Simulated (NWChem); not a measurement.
System: C₄H₇O₂S, doublet; SMILES O=S1(=O)[CH]CCC1

```xyz
14

O      0.4685     1.1990     1.3113
S     -0.0208     0.7728    -0.0012
O     -0.3852     1.7740    -0.9981
C     -1.2922    -0.4124     0.2200
C     -0.7959    -1.8011     0.0573
C      0.7449    -1.7371     0.0443
C      1.1325    -0.4515    -0.6701
H     -2.3051    -0.0887     0.4645
H     -1.1729    -2.4690     0.8502
H     -1.1703    -2.2256    -0.8967
H      1.1190    -1.6983     1.0790
H      1.1865    -2.6206    -0.4387
H      0.9552    -0.4888    -1.7557
H      2.1496    -0.0908    -0.4662
```
Atoms are numbered in this order, from 1.

Results from NWChem. Spin-unrestricted. All runs use the structure optimised with PBE0/def2-SVP, spin-unrestricted. Not confirmed as a minimum by frequencies. No stability test was run on the SCF state. Fermi-contact couplings, non-relativistic, static geometry.

### Question
Estimate the computed values for BHandHLYP/pcJ-1. Quantities: A(iso) 33S atom 2 (MHz); A(iso) 13C atom 4 (MHz); A(iso) 13C atom 5 (MHz); A(iso) 1H atom 8 (MHz); A(iso) 1H atom 9 (MHz); A(iso) 1H atom 10 (MHz); <S²>.

### Answer
- A(iso) 33S atom 2 (MHz) = -17.6
- A(iso) 13C atom 4 (MHz) = 125
- A(iso) 13C atom 5 (MHz) = -40.1
- A(iso) 1H atom 8 (MHz) = -76.7
- A(iso) 1H atom 9 (MHz) = 81.2
- A(iso) 1H atom 10 (MHz) = 145
- <S²> = 0.757
